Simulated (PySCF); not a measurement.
Two species compared at the same levels of theory.

First species: 1,2-dimethylpropylamine, C5H13N.
SMILES: `CC(C)[C@H](C)N`

Second species: C4H11NSSi2.
SMILES: `N#C[SiH2][SiH2]CCCS`

Levels: PBE0/pcSseg-1 for HOMO energy, LUMO energy and HOMO–LUMO gap. Geometries: GFN2-xTB. Each structure is a single optimised conformer of the isolated species, non-relativistic unless stated. Electronic properties by PySCF.

Dipoles, sizes and rotational constants follow the conformer. The torsions of the flexible species, by atom-mapped SMILES:
- `[CH3:1][CH:2]([CH3:3])[C@H:4]([CH3:5])[NH2:6]`: C1–C2–C4–C5 56°, H–N6–C4–C2 67°, H–N6–C4–C2 -52°

The conformers of `N#C[SiH2][SiH2]CCCS` aren't listed.

Values for the first species:

* HOMO energy: -6.63 eV
* LUMO energy: 1.30 eV
* HOMO–LUMO gap: 7.93 eV

Question: Estimate the same properties for the second species, and the change in each.

Answer: 
| property | first | second | second less first |
| --- | --- | --- | --- |
| HOMO energy | -6.63 eV | -7.03 eV | -0.40 eV |
| LUMO energy | 1.30 eV | -0.66 eV | -1.96 eV |
| HOMO–LUMO gap | 7.93 eV | 6.37 eV | -1.56 eV |

